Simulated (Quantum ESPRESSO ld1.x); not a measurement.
Species: Bi27+. Configuration: [Kr] 4d10 4f10.

Calculated with ld1.x of Quantum ESPRESSO 7.5: scalar-relativistic Kohn-Sham, LDA (Slater exchange, VWN5 correlation), spin-polarised, spherical densities, point nucleus; open shells are filled with parallel spins first.

Energy parts (eV):
part                      energy
total                  -576478.4
kinetic                 655061.7
electron-nucleus      -1395018.6
Hartree                 173031.4
exchange-correlation     -9552.9

Orbitals (lengths in bohr, moments of r in powers of bohr; <r^-3> diverges for s and p1/2):
orbital  occ.  eigenvalue (eV)  <r^-3>
1s up       1         -91448.5       -
1s down     1         -91448.5       -
2s up       1         -17106.4       -
2s down     1         -17106.2       -
2p up       3         -14755.2   31030
2p down     3         -14755.0   31040
3s up       1         -4744.28       -
3s down     1         -4739.89       -
3p up       3         -4072.28    7256
3p down     3         -4067.80    7268
3d up       5         -3398.85   874.7
3d down     5         -3395.33   876.2
4s up       1         -1676.04       -
4s down     1         -1669.53       -
4p up       3         -1449.48    1923
4p down     3         -1443.30    1917
4d up       5         -1193.50   213.1
4d down     5         -1187.44   212.1
4f up       7         -916.046   47.63
4f down     3         -909.428   47.45
5s up       0         -811.665       -
5s down     0         -808.526       -
5p up       0         -726.021   632.9
5p down     0         -723.222   628.5

The highest occupied level is 4f down at -909.43 eV. Spin moment in Bohr magnetons: 4.
